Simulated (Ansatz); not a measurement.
Computed with Ansatz on PBE0-D4/def2-TZVP structures; ΔE is electronic, products minus reactants. CBS: MP2 limit from def2 TZ/QZ plus the TZ coupled-cluster correction, frozen cores. This one scheme is used for every species, atoms too. For atomizations the MP2-based limit and the directly extrapolated one differ by several kJ/mol either way, and by 10 to 25 for some Ge, Se and Sn compounds, so smaller differences from it don't rank the levels. DFT in def2-TZVPP. No spin–orbit coupling; open shells (•) take unrestricted orbitals. Spin–orbit coupling would lower the free atoms: a little for O, Si; strongly for In. Elements past krypton have def2 core potentials. Bonds to In are less sure, by a few kJ/mol each and by 10 to 20 or more in all where they break to atoms, as the def2 sets lack core-valence functions. One conformer a species, not always the lowest.

Reaction (atomization): `[OH][InH][NH][SiH3]` → 6 H• + In• + N• + O• + Si•

```csv
species,B97M-V energy (Eh)
`[OH][InH][NH][SiH3]`,-613.21141
H•,-0.50030
In•,-190.11103
N•,-54.59822
O•,-75.07203
Si•,-289.29108
```

(1) Work out ΔE.

Largest T1 diagnostic among the species: 0.015.

## Answers

(1) ΔE = 6 × (-0.50030) + (-190.11103) + (-54.59822) + (-75.07203) + (-289.29108) − (-613.21141) = 1.13725 Eh = +2985.8 kJ/mol. CCSD(T)/CBS gives +3012.3 kJ/mol.

Leaving LDA and LC-ωPBE aside and taking each functional with its dispersion term where it has one, the values, not all of them listed here, spread over 128.0 kJ/mol, from BHLYP-D4 to ωB97X-V. LDA lies +428.4 kJ/mol from PBE without D4, its usual overbinding. The D4 term adds +31.5 kJ/mol with B3LYP and +16.5 kJ/mol with PBE0; it sums over pairs of atoms, weighted by their polarisabilities, and B3LYP, whose exchange is more repulsive, gets the larger term.

B3LYP here is the variant with VWN-RPA as its local correlation; programs differ in this.
